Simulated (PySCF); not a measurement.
**Spin states of BSb**

Unrestricted PBE0; B aug-cc-pVDZ, Sb aug-cc-pVDZ-PP with ECP28; scalar-relativistic core potentials (PySCF 2.14). Outer shells of the fragments: B 2s2 2p1; Sb 4d10 5s2 5p3.

Followed along the bond (rough minima from three points):

| 2Ms+1 | unpaired | ⟨S²⟩ at the start | R at minimum (Å) | Te (eV) |
| --- | --- | --- | --- | --- |
| 3 | σ ↑, π ↑ | 2.01 | 2.07 | 0.00 |
| 1 | σ ↓, π ↑ | 1.07 | 2.07 | 0.13 |
| 3 | π ↑↑ | 2.01 | 2.32 | 0.53 |
| 1 | π ↑↓ | 1.01 | 2.32 | 0.81 |
| 1 | none | 0.00 | 1.96 | 0.87 |

Solutions found at the starting distance of 2.180 Å, counted from the lowest of them; the search is not exhaustive and high or unbound solutions are not listed, so other states can lie among these:

| 2Ms+1 | unpaired | term | E (eV) | ⟨S²⟩ | ⟨Lz²⟩ | μ (D) |
| --- | --- | --- | --- | --- | --- | --- |
| 3 | σ ↑, π ↑ | ³Π | 0.00 | 2.01 | 1.01 | 0.65 |
| 1 | σ ↓, π ↑ | mixed | 0.12 | 1.07 | 1.00 | 0.61 |
| 3 | π ↑↑ | ³Σ⁻ | 0.51 | 2.01 | 0.00 | 2.39 |
| 1 | π ↑↓ | mixed | 0.79 | 1.01 | 2.01 | 2.47 |
| 1 | none | ¹Σ⁺ | 1.15 | 0.00 | 0.00 | 0.25 |
| 5 | σ ↑, π ↑↑↑ | ⁵Π | 1.45 | 6.00 | 1.01 | 1.31 |
| 1 | none | mixed | 1.57 | 0.00 | 2.00 | 2.67 |
| 3 | σ ↑, π ↑↑↓ | mixed | 1.93 | 3.01 | 3.02 | 1.22 |
| 3 | σ ↓, π ↑↑↑ | mixed | 2.13 | 3.02 | 1.01 | 1.71 |
| 1 | σ ↑, π ↑↓↓ | mixed | 2.36 | 2.02 | 3.02 | 1.72 |

A term symbol is given only where ⟨S²⟩ and ⟨Lz²⟩ are close to those of a pure state; real π, δ and φ orbitals otherwise mix terms. A positive dipole means B(−)Sb(+).

Spin–orbit coupling is left out.
